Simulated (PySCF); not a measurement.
[Cr(H2O)6]3+: Cr(III) (d3), charge +3. The structure is a model geometry with rigid ligands and bond lengths from ionic radii, not a minimum; coordination octahedral, point group Th, metal–donor distances 1.98 Å.

Method (PySCF 2.14, density fitting): CASSCF(3,5) with orbitals averaged over all microstates of the shell, strongly contracted NEVPT2 on the averaged canonical orbitals; basis x2c-TZVPall on the metal, x2c-SVPall elsewhere; spin-free X2C; gas phase; spin-orbit coupling by state interaction with the mean-field operator over all roots.

CASSCF energies above the lowest CASSCF root:

```json
{"state": "4Ag", "CASSCF / cm⁻¹": "0"}
{"state": "4Tg", "CASSCF / cm⁻¹": "15298"}
{"state": "2Eg", "CASSCF / cm⁻¹": "19229"}
{"state": "2Tg", "CASSCF / cm⁻¹": "20254"}
{"state": "4Tg", "CASSCF / cm⁻¹": "23895"}
{"state": "2Tg", "CASSCF / cm⁻¹": "27638"}
{"state": "2Ag", "CASSCF / cm⁻¹": "31324"}
{"state": "2Tg", "CASSCF / cm⁻¹": "34244"}
{"state": "2Tg", "CASSCF / cm⁻¹": "35287"}
{"state": "2Eg", "CASSCF / cm⁻¹": "37553"}
{"state": "4Tg", "CASSCF / cm⁻¹": "37749"}
{"state": "2Tg", "CASSCF / cm⁻¹": "41432"}
{"state": "2Tg", "CASSCF / cm⁻¹": "48740"}
{"state": "2Tg", "CASSCF / cm⁻¹": "49938"}
{"state": "2Ag", "CASSCF / cm⁻¹": "52391"}
{"state": "2Tg", "CASSCF / cm⁻¹": "54440"}
{"state": "2Eg", "CASSCF / cm⁻¹": "58691"}
{"state": "2Tg", "CASSCF / cm⁻¹": "61520"}
{"state": "2Eg", "CASSCF / cm⁻¹": "80116"}
{"state": "2Tg", "CASSCF / cm⁻¹": "82597"}
```

Task: How does dynamic correlation (SC-NEVPT2) move these states?

Result: 
| state | NEVPT2 / cm⁻¹ | shift / cm⁻¹ |
| --- | --- | --- |
| 4Ag | 0 | 0 |
| 4Tg | 17561 | +2263 |
| 2Eg | 17467 | -1762 |
| 2Tg | 18554 | -1700 |
| 4Tg | 25946 | +2051 |
| 2Tg | 25600 | -2039 |
| 2Ag | 31990 | +665 |
| 2Tg | 34900 | +656 |
| 2Tg | 35700 | +413 |
| 2Eg | 37198 | -355 |
| 4Tg | 39181 | +1432 |
| 2Tg | 41387 | -44 |
| 2Tg | 48119 | -621 |
| 2Tg | 52671 | +2734 |
| 2Ag | 49410 | -2981 |
| 2Tg | 53236 | -1205 |
| 2Eg | 59056 | +364 |
| 2Tg | 60844 | -676 |
| 2Eg | 76919 | -3197 |
| 2Tg | 78064 | -4533 |

NEVPT2 lifts 4Tg from 15298 to 17561 cm⁻¹; on the d shell alone it tends to overshoot states that fill the eg-type orbitals. NEVPT2 on the d shell alone tends to put d–d bands too high for such charged or covalently bound ions.
